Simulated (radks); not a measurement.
All-electron atom: Cl3+ in [Ne] 3s2 3p2.

Method: scalar-relativistic Kohn-Sham, LDA (Slater exchange, VWN5 correlation), spin-polarised, spherical densities, finite nucleus; open shells are filled with parallel spins first; Fermi nuclear charge, rms radius 3.3654 fm; computed with a radial shooting solver on a logarithmic mesh with Libxc functionals.

Energy parts (Ry):
part                       energy
total                  -914.61709
kinetic                 918.23547
electron-nucleus      -2139.77031
Hartree                 357.93705
exchange-correlation    -51.01931

Orbitals (lengths in bohr, moments of r in powers of bohr; <r^-3> diverges for s and p1/2):
[
 {"orbital": "1s up", "occ.": "1", "eigenvalue (Ry)": "-204.9511", "<r^4>": "0.0003232", "<r^2>": "0.01119", "<r^-3>": "-"},
 {"orbital": "1s down", "occ.": "1", "eigenvalue (Ry)": "-204.9138", "<r^4>": "0.0003231", "<r^2>": "0.01119", "<r^-3>": "-"},
 {"orbital": "2s up", "occ.": "1", "eigenvalue (Ry)": "-21.80598", "<r^4>": "0.09997", "<r^2>": "0.2355", "<r^-3>": "-"},
 {"orbital": "2s down", "occ.": "1", "eigenvalue (Ry)": "-21.76481", "<r^4>": "0.09914", "<r^2>": "0.2349", "<r^-3>": "-"},
 {"orbital": "2p up", "occ.": "3", "eigenvalue (Ry)": "-17.40775", "<r^4>": "0.09041", "<r^2>": "0.2059", "<r^-3>": "102.9"},
 {"orbital": "2p down", "occ.": "3", "eigenvalue (Ry)": "-17.35697", "<r^4>": "0.08945", "<r^2>": "0.2052", "<r^-3>": "102.9"},
 {"orbital": "3s up", "occ.": "1", "eigenvalue (Ry)": "-4.40961", "<r^4>": "7.654", "<r^2>": "2.216", "<r^-3>": "-"},
 {"orbital": "3s down", "occ.": "1", "eigenvalue (Ry)": "-4.20156", "<r^4>": "7.981", "<r^2>": "2.251", "<r^-3>": "-"},
 {"orbital": "3p up", "occ.": "2", "eigenvalue (Ry)": "-3.40386", "<r^4>": "11.23", "<r^2>": "2.630", "<r^-3>": "11.53"},
 {"orbital": "3p down", "occ.": "0", "eigenvalue (Ry)": "-3.20542", "<r^4>": "12.10", "<r^2>": "2.710", "<r^-3>": "11.29"},
 {"orbital": "3d up", "occ.": "0", "eigenvalue (Ry)": "-1.99069", "<r^4>": "25.83", "<r^2>": "3.770", "<r^-3>": "0.7463"},
 {"orbital": "3d down", "occ.": "0", "eigenvalue (Ry)": "-1.82316", "<r^4>": "31.46", "<r^2>": "4.114", "<r^-3>": "0.7080"},
 {"orbital": "4s up", "occ.": "0", "eigenvalue (Ry)": "-1.51438", "<r^4>": "196.3", "<r^2>": "11.69", "<r^-3>": "-"},
 {"orbital": "4s down", "occ.": "0", "eigenvalue (Ry)": "-1.45974", "<r^4>": "218.1", "<r^2>": "12.32", "<r^-3>": "-"},
 {"orbital": "4p up", "occ.": "0", "eigenvalue (Ry)": "-1.22647", "<r^4>": "315.9", "<r^2>": "14.73", "<r^-3>": "2.795"},
 {"orbital": "4p down", "occ.": "0", "eigenvalue (Ry)": "-1.18384", "<r^4>": "354.8", "<r^2>": "15.62", "<r^-3>": "2.632"},
 {"orbital": "4f up", "occ.": "0", "eigenvalue (Ry)": "-0.66064", "<r^4>": "964.5", "<r^2>": "24.58", "<r^-3>": "0.02679"},
 {"orbital": "4f down", "occ.": "0", "eigenvalue (Ry)": "-0.63898", "<r^4>": "1165", "<r^2>": "27.28", "<r^-3>": "0.02190"}
]

The highest occupied level is 3p up at -46.312 eV. The electron density at the nucleus is 3584 e/bohr^3 (large components only). Summed over all electrons, <r^2> = 11.45 bohr^2, which gives a Langevin (diamagnetic) susceptibility term of -9.07 x 10^-6 cm^3/mol. The spin density at the nucleus is -0.2049 e/bohr^3 (1s -0.3149, 2s -0.0438, 3s 0.1538). The density falls to 0.001 e/bohr^3 at r = 3.04 bohr.
